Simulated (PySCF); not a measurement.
All values below come from PySCF with CAM-B3LYP-D3(BJ)/def2-TZVP. All species are isolated molecules in the gas phase. One relaxed conformer stands for a flexible species; it need not be the lowest. Excitations are Tamm–Dancoff values on a coarser integration grid. The basis has no diffuse functions, so Rydberg states are missing or too high.

Reference species (SMILES): `C=C(CC#N)B` (neutral, multiplicity 1).

The brightest of the four lowest singlets (TDA) is 6.20 eV and the S1–T1 gap (TDA) is 1.89 eV. The HOMO is -10.08 eV.

Changed species: `B/C=C/CC#N`.

Q: What does the change do to the brightest of the four lowest singlets (TDA), S1–T1 gap (TDA) and HOMO?

A: the brightest of the four lowest singlets (TDA) goes up by 0.08 eV, to 6.28 eV; the S1–T1 gap (TDA) decreases by 0.05 eV, to 1.84 eV; the HOMO stays essentially unchanged.
